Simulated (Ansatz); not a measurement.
```xyz
6

N    -1.110    0.885   -0.004
Si    0.050   -0.398   -0.104
Cl    1.543    0.147   -1.387
Cl    0.807   -0.767    1.757
H    -0.716    1.761    0.346
H    -0.574   -1.629   -0.608
```

The species carries charge 0 and has multiplicity 2.

(1) List the r2SCAN/def2-TZVPP orbital energies in eV (the Gaussian-basis code of Ansatz). (Estimate.)

Answers

(1) Ansatz gave: α occupied: -2753.84, -2753.84, -1793.29, -386.65, -255.24, -255.24, -193.78, -193.78, -193.65, -193.65, -193.64, -193.64, -143.53, -98.45, -98.41, -98.31, -23.06, -21.99, -21.74, -14.12, -11.82, -11.11, -10.54, -9.40, -9.24, -8.64, -8.60, -8.24, -7.93. α empty: -0.21, 0.34, 0.45, 1.49, 1.83, 3.80, 3.90, 4.71. β occupied: -2753.83, -2753.83, -1793.29, -386.06, -255.24, -255.24, -193.76, -193.76, -193.64, -193.63, -193.63, -193.63, -143.53, -98.45, -98.42, -98.32, -22.48, -21.69, -20.88, -13.99, -11.54, -10.92, -10.48, -9.27, -8.83, -8.54, -8.53, -7.48. β empty: -4.96, -0.19, 0.60, 0.79, 1.50, 1.99, 3.86, 3.93. ⟨S²⟩ = 0.755.
